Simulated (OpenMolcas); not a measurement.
Re4+ in a point-charge field

Re4+ among 8 point charges of -1.2 e arranged as a cube (Oh), 1.8 Å from the ion.

```yaml
Program: OpenMolcas
Method: "SS-CASPT2, IPEA 0.25 Eh, imaginary shift 0.1 Eh (closed shells correlated: 5s 5p)"
Basis: ANO-RCC-VDZP [7s6p4d2f1g]
Scalar_Hamiltonian: DKH2, point nucleus
Active_space: 3 electrons in 5 orbitals (5d)
State_averaging: 2S+1 = 4 even, 10 roots; 2S+1 = 2 even, 40 roots
Spin-orbit_coupling: state interaction with AMFI integrals over the reference wave functions
```

The lowest spin-free states (labels of O, the rotations of Oh), above the lowest:

```
State  Degeneracy  E (cm-1)  Free-ion L (%)
  4T1           3         0          F (95)
   2E           2      2150          G (45)
  4T2           3     11330         F (100)
  2T2           3     12730          G (62)
  2T1           3     12880          G (52)
  2T1           3     15630          P (62)
  4T1           3     20710          P (95)
  2A1           1     23200         G (100)
  2T2           3     23470          H (58)
  4A2           1     24200         F (100)
  2T1           3     26450          H (65)
   2E           2     27800          H (53)
  2T2           3     29900          D (73)
  2T1           3     32310          H (46)
  2T2           3     32760          F (80)
   2E           2     36650          G (54)
  2A2           1     37320         F (100)
  2T1           3     41080          F (48)
   2E           2     53670          D (97)
  2T2           3     56340          D (80)
```

The lowest levels with spin-orbit coupling:

```json
{"E (cm-1)": "0", "Degeneracy": "4", "Label": "Γ8", "2S+1": "4 (71 %)", "g": ""}
{"E (cm-1)": "4560", "Degeneracy": "2", "Label": "Γ7", "2S+1": "4", "g": "1.68 1.68 1.68"}
{"E (cm-1)": "7660", "Degeneracy": "4", "Label": "Γ8", "2S+1": "4", "g": ""}
{"E (cm-1)": "10170", "Degeneracy": "4", "Label": "Γ8", "2S+1": "2 (67 %)", "g": ""}
{"E (cm-1)": "10830", "Degeneracy": "2", "Label": "Γ6", "2S+1": "4", "g": "3.44 3.44 3.44"}
{"E (cm-1)": "14130", "Degeneracy": "4", "Label": "Γ8", "2S+1": "4 (61 %)", "g": ""}
{"E (cm-1)": "14780", "Degeneracy": "2", "Label": "Γ7", "2S+1": "4 (53 %)", "g": "2.63 2.63 2.63"}
{"E (cm-1)": "16300", "Degeneracy": "2", "Label": "Γ6", "2S+1": "2 (64 %)", "g": "1.00 1.00 1.00"}
{"E (cm-1)": "18390", "Degeneracy": "4", "Label": "Γ8", "2S+1": "2 (70 %)", "g": ""}
{"E (cm-1)": "18400", "Degeneracy": "2", "Label": "Γ6", "2S+1": "2 (72 %)", "g": "1.16 1.16 1.16"}
{"E (cm-1)": "20080", "Degeneracy": "4", "Label": "Γ8", "2S+1": "2 (57 %)", "g": ""}
{"E (cm-1)": "21970", "Degeneracy": "2", "Label": "Γ7", "2S+1": "2 (54 %)", "g": "2.52 2.52 2.52"}
{"E (cm-1)": "22800", "Degeneracy": "4", "Label": "Γ8", "2S+1": "4 (69 %)", "g": ""}
{"E (cm-1)": "23590", "Degeneracy": "2", "Label": "Γ6", "2S+1": "4 (60 %)", "g": "1.14 1.14 1.14"}
{"E (cm-1)": "25460", "Degeneracy": "4", "Label": "Γ8", "2S+1": "2 (68 %)", "g": ""}
{"E (cm-1)": "28050", "Degeneracy": "2", "Label": "Γ6", "2S+1": "4 (73 %)", "g": "2.26 2.26 2.26"}
{"E (cm-1)": "28590", "Degeneracy": "2", "Label": "Γ7", "2S+1": "4 (75 %)", "g": "2.32 2.32 2.32"}
{"E (cm-1)": "28870", "Degeneracy": "4", "Label": "Γ8", "2S+1": "4 (67 %)", "g": ""}
{"E (cm-1)": "30660", "Degeneracy": "4", "Label": "Γ8", "2S+1": "4 (63 %)", "g": ""}
{"E (cm-1)": "31540", "Degeneracy": "4", "Label": "Γ8", "2S+1": "2 (55 %)", "g": ""}
```

Powder χT (cm3 K/mol): 0.155 at 2 K, 0.156 at 10 K, 0.162 at 50 K, 0.169 at 100 K, 0.183 at 200 K, 0.198 at 300 K. The effective moment at 300 K is 2.828 √(χT) = 1.26 μB.

A least-squares ligand-field fit to the states below 45000 cm-1, each weighted by its degeneracy and with a free common offset, gives 10Dq = -12822 cm-1 (negative for this site), B = 681 cm-1 and C = 3069 cm-1 (C/B = 4.51), with an rms deviation of 361 cm-1.

Roots that are degenerate in the reference are averaged as groups; the widest CASPT2 spread within a group is 420 cm-1 (the 3-fold group of multiplicity 2 near 12700 cm-1 above the lowest state of its run). Shifts and gaps below about the spread of the groups concerned are not significant. Spin-orbit coupling mixes the spin-free states strongly: the lowest level takes only 63 % from its leading state, 4T1. This shell can be high or low spin here, a state of another spin lies low, and with metal d orbitals alone active their balance is uncertain, so the ground spin may be wrong. Point charges give a weaker field than real ligands, and real ions of this kind are as a rule low spin; the high spin found here belongs to the model. Free-ion shares, where given, are those of the reference states; single-state CASPT2 does not remix them. Point charges carry no covalency, so the field is a model and not that of real ligands. No measured value stands beside these numbers.
